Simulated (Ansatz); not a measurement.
`FC1BS1` + CH₃SH → `SCC1BS1` + H–F  (formal exchange of groups at a C–F bond)

Gas-phase electronic energies from Ansatz, PBE0-D4/def2-TZVP geometries. CCSD(T)/CBS adds triple-zeta CCSD(T) − MP2 to the extrapolated MP2 energy (def2 sets, frozen cores). This one scheme is used for every species. DFT in def2-TZVPP. Each species was taken in one conformer, which may not be the lowest.

CCSD(T)/CBS gives -64.6 kJ/mol.

(1) Another level gave -42.5 kJ/mol. Which?
A. BLYP-D4/def2-TZVPP
B. LDA (SPW92)/def2-TZVPP
C. CAM-B3LYP/def2-TZVPP
D. RPA@PBE/def2-TZVPP

Largest T1 diagnostic among the species: 0.016.

Results:

(1) A. BLYP-D4 -42.5, RPA@PBE/def2-TZVPP -53.5, LDA (SPW92) -48.9, CAM-B3LYP -35.9 kJ/mol.

Leaving LDA and LC-ωPBE aside and taking each functional with its dispersion term where it has one, the values, not all of them listed here, spread over 18.3 kJ/mol, from PBE-QIDH to BLYP-D4. LDA lies −9.6 kJ/mol from PBE without D4. From r2SCAN to r2SCAN0 (25 % exact exchange), in def2-TZVPP and without D4, ΔE moves by −5.9 kJ/mol.
